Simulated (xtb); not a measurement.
Sn(OMe)(SH) (CH4OSSn), SMILES C[O][Sn][SH] (connectivity only; charge and spin as stated), neutral, multiplicity 1. All values are semi-empirical tight-binding results from xtb (GFN2-xTB unless named), good for trends rather than for accurate numbers. Coordinates come from a GFN2-xTB optimisation. The values are those of a single conformer.

Optimised geometry:

Bond lengths (Å): Sn1–O2 2.008, Sn1–S7 2.454, O2–C3 1.403, C3–H4 1.092, C3–H5 1.092, C3–H6 1.092, S7–H8 1.328. Bond angles (°): O2–Sn1–S7 99.2, Sn1–O2–C3 142.6, O2–C3–H4 109.2, O2–C3–H5 111.7, O2–C3–H6 109.1, H4–C3–H5 109.0, H4–C3–H6 108.9, H5–C3–H6 109.0, Sn1–S7–H8 99.1.
Charge 0, spin multiplicity 1.

For metal compounds this method's bond lengths and energies can be far off.

The point group as xtb finds it comes out as Cs and the orbital gap is 3.53 eV. The zero-point energy is 29.8 kcal/mol. The G − E(el) at 298.15 K (modified RRHO) is 8.9 kcal/mol.

Problem. Give the atomic charges and the Wiberg bond orders between heavy atoms. (An estimate is asked for; the answer gives what the named calculation found.)

Solution. charges (e) Sn1 0.45, O2 -0.44, C3 0.06, H4 0.03, H5 0.03, H6 0.03, S7 -0.35, H8 0.19. Bond orders Sn1–O2 1.16, O2–C3 0.99, Sn1–S7 1.27.
